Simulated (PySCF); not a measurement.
## Spinor energies of Xe³⁷⁺ (xenon, charge +37)

Start: [Ne] 3s2 3p5; 3p1/2 filled at m_j = +1/2; 3p3/2 filled at m_j = -3/2, -1/2, +1/2, +3/2. Calculated with PySCF 2.14 in an uncontracted even-tempered set (19 s from 7.3 bohr⁻², ratio 2.4; 14 p from 9.5 bohr⁻², ratio 2.4; 5 d from 37 bohr⁻², ratio 2.6; 4 f from 56 bohr⁻², ratio 2.6): generalised Hartree-Fock with the X2C-1e Hamiltonian and a Gaussian nucleus; one run each with spin-orbit coupling (SO) screened by Boettger's factors, then bare. This is a chosen level, not necessarily the ground level.

| spinor shell | electrons | ε, screened SO (eV) | ε, bare SO (eV) | weight of nominal j (bare SO) | rms radius, bare SO (bohr) |
| --- | --- | --- | --- | --- | --- |
| 1s1/2 | 2 | -36827.9 | -36827.7 | 1.000 | 0.0305 |
| 2s1/2 | 2 | -7532.9 | -7532.9 | 1.000 | 0.122 |
| 2p1/2 | 2 | -7201.7 | -7211.5 | 1.000 | 0.105 |
| 2p3/2 | 4 | -6872.3 | -6868.5 | 1.000 | 0.110 |
| 3s1/2 | 2 | -2849.2 | -2849.2 | 1.000 | 0.298 |
| 3p1/2 | 1 | -2727.4 | -2729.8 | 1.000 | 0.286 |
| 3p3/2 | 4 | -2641.6 | -2640.7 | 1.000 | 0.295 |

```json
{"quantity": "E (hartree)", "screened SO": "-6326.44830", "bare SO": "-6326.56059"}
{"quantity": "M_J", "screened SO": "1/2", "bare SO": "1/2"}
{"quantity": "⟨J²⟩", "screened SO": "0.751", "bare SO": "0.751"}
{"quantity": "⟨L²⟩", "screened SO": "2.012", "bare SO": "2.013"}
{"quantity": "⟨S²⟩", "screened SO": "0.760", "bare SO": "0.761"}
```

Each row is a mean over spinors that exchange with the open shell spreads, by up to 12.815 eV (2p1/2).

Breit and QED terms are absent; they matter most for the inner s and p1/2 levels.

Densities and radii are taken from the X2C orbitals without a picture-change correction, which distorts them close to the nucleus.
